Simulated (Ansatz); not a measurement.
A ladder of methods for GeSiH4O2 (SMILES [OH][Ge][O][SiH3])

The species is GeSiH4O2 (8 atoms), meant as a singlet with charge 0. SMILES: `[OH][Ge][O][SiH3]`. The coordinates come from a PBE0-D4/def2-TZVP relaxation. This is one conformer, not always the lowest.

```xyz
8

O     1.4101    2.5053    0.1495
Ge    1.6239    0.9026   -0.5814
O     0.0843    0.2002    0.0310
Si   -0.7151   -1.2291   -0.0566
H     0.5872    2.5773    0.6466
H    -2.0460   -1.0180   -0.6825
H     0.0486   -2.2147   -0.8727
H    -0.9008   -1.7808    1.3103
```

Quantity: the electronic atomisation energy, in eV. The values are calculated. Electronic energies at fixed atoms, without zero-point motion or spin-orbit coupling.

```json
{"level": "HF/def2-SVP", "kind": "Hartree–Fock", "program": "Ansatz", "value (eV)": "19.51", "CPU time (all runs)": "3.9 s"}
{"level": "SVWN5/def2-SVP", "kind": "LDA", "program": "Ansatz", "value (eV)": "32.43", "CPU time (all runs)": "7.3 s"}
{"level": "PBE/def2-SVP", "kind": "GGA", "program": "Ansatz", "value (eV)": "28.33", "CPU time (all runs)": "11 s"}
{"level": "B3LYP/def2-SVP", "kind": "global hybrid", "program": "Ansatz", "value (eV)": "27.87", "CPU time (all runs)": "13 s"}
{"level": "BHLYP/def2-SVP", "kind": "global hybrid", "program": "Ansatz", "value (eV)": "26.81", "CPU time (all runs)": "13 s"}
{"level": "r2SCAN0/def2-SVP", "kind": "hybrid meta-GGA", "program": "Ansatz", "value (eV)": "27.37", "CPU time (all runs)": "26 s"}
{"level": "PBE-QIDH/def2-SVP", "kind": "double hybrid", "program": "Ansatz", "value (eV)": "27.11", "CPU time (all runs)": "17 s"}
{"level": "BCCD(T)/def2-SVP", "kind": "coupled cluster or CI", "program": "Ansatz", "value (eV)": "26.26", "CPU time (all runs)": "50 s"}
```

All-electron rows without a relativistic Hamiltonian named are non-relativistic. Correlated wave functions underbind in double-zeta sets. The values span 19.51 to 32.43 eV. In the correlated wave-function rows the outer d shell of Ge is correlated, in sets not made for it. Times are those of the runs behind each value, whatever else they computed, on shared processors of several kinds: orders of magnitude only.
